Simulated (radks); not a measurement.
Initial-state core-level shifts of the silver ion Ag+ when its valence configuration changes from [Kr] 4d10. All-electron calculation, Dirac Kohn-Sham, PBE, spin-unpolarised, spherical densities, point nucleus; open shells fill j = l - 1/2 first. Program: a radial shooting solver on a logarithmic mesh with Libxc functionals. Shifts are changes of the shell-averaged eigenvalues in eV (positive: less bound).

valence	1s	2s	2p	4p
4d9.5 5s0.5	-2.261	-2.387	-2.378	-2.118
4d9 5p1	-6.065	-6.291	-6.273	-5.742
4d8.5 5s0.5 5p1	-8.540	-8.926	-8.897	-7.970
4d7 5s2 5p1	-16.584	-17.535	-17.474	-14.951
4d8 5s2	-9.753	-10.344	-10.307	-8.889
4d9 5s1	-4.646	-4.912	-4.894	-4.314
4d8 5p2	-12.422	-12.953	-12.912	-11.548
4d7 5s1 5p2	-17.842	-18.773	-18.708	-16.192
4d9 5s0.5 5p0.5	-5.366	-5.612	-5.594	-5.039
